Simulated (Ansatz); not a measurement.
Born–Oppenheimer molecular dynamics of ClH₅O₄Ti (11 atoms, charge 0, multiplicity 1). It starts at the highest image of a converged band. Of that band: A vibrational analysis at the climbing image gives no mode beyond 40i cm⁻¹: the surface is too flat there to confirm a saddle point.

Level of theory: Ansatz, RKS PBE-D4/def2-SVP.

* ensemble: NVE (velocity Verlet)
* time step: 0.5 fs
* steps asked: 200
* starting velocities drawn for: 300 K
* seed: 8012

First frame:

```xyz
11
Properties=species:S:1:pos:R:3
Ti 0.450 0.236 -0.402
Cl -1.144 0.356 2.734
O 1.705 -0.007 -1.661
H 2.136 -0.843 -1.914
O -0.918 1.212 -1.046
H -1.773 1.278 -0.582
O -0.124 -1.314 0.266
H -0.613 -1.288 1.123
O 1.095 1.159 1.109
H 2.016 1.158 1.425
H 0.006 0.844 2.141
```

How far do the bonds stretch over the last three quarters of this one trajectory? (Pairs bonded in most of those frames.)


| bond | mean (Å) | spread (Å) | shortest | longest |
| --- | --- | --- | --- | --- |
| Ti1–O3 | 1.798 | 0.044 | 1.73 | 1.87 |
| Ti1–O5 | 1.796 | 0.019 | 1.76 | 1.83 |
| Ti1–O7 | 1.766 | 0.020 | 1.73 | 1.79 |
| Ti1–H8 | 2.351 | 0.061 | 2.25 | 2.47 |
| Ti1–O9 | 1.944 | 0.021 | 1.91 | 1.98 |
| Cl2–H11 | 1.498 | 0.064 | 1.39 | 1.61 |
| O3–H4 | 0.975 | 0.002 | 0.97 | 0.98 |
| O5–H6 | 0.978 | 0.003 | 0.97 | 0.98 |
| O7–H8 | 1.000 | 0.014 | 0.98 | 1.03 |
| O9–H10 | 0.977 | 0.002 | 0.97 | 0.98 |

Pairs bonded in part of these frames only: Ti1–Cl2 15 %, Ti1–H6 23 %, Ti1–H8 72 %.

Mean temperature of the second half: 170 K. The conserved energy stayed within 0.037 meV per atom of its start (net change 0.016 meV per atom), so the integration is sound. A run of 0.1 ps of so small a system gives no equilibrium averages. The orbitals stay closed-shell, which can raise the energy where a bond breaks towards radicals; this wasn't checked here.

Time of the run: 5.6 min on 4 threads of Arm Neoverse V2, on a shared host, peak memory 0.21 GiB.
